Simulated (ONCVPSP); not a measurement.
Transferability test, ONCV potential for Be (Z = 4)

ONCVPSP 4.0.1 input, shortened (lines: element, Z, core and valence counts, functional; n l f; lmax; l rc ep ncon nbas qcut; lloc lpopt rc5 dvloc0; l nproj debl; icmod fcfact rcfact), PBE, scalar-relativistic:

```
  Be 4.00    0    3        4      upf
    1    0    2.00
    2    0    1.00
    2    1    1.00
    1
    0    0.70    0.00    4    7   16.40
    1    3.40    0.00    3    6    4.40
    4    1    0.45    0.00
    0    2    2.10
    1    2    0.40
    0    0.00    0.00
```

Energies are relative to the spin-unpolarised reference configuration 1s2 2s1 2p1; without spin polarisation the order of configurations can differ from experiment.

```csv
valence configuration,charge,ΔE all-electron (eV),error AE − PS (meV)
1s2 2s2 2p0,0,-3.612,-15
1s2 2s0 2p0,+2,23.886,+111
1s2 2s1.5 2p0,+0.5,0.148,+3.6
```

**Question.** What are ΔE and the potential's error for 1s2 2s1 2p0?

**Answer.** ΔE = 5.938 eV all-electron; the error (AE − PS) is +30 meV.

Levels in the configuration 1s2 2s0 2p0:

```json
{"level": "1s", "all-electron (eV)": "-132.283", "pseudo (eV)": "-131.888"}
```

Note: no bound ghost flagged; GHOST(+) flagged for p at 14.4 eV.
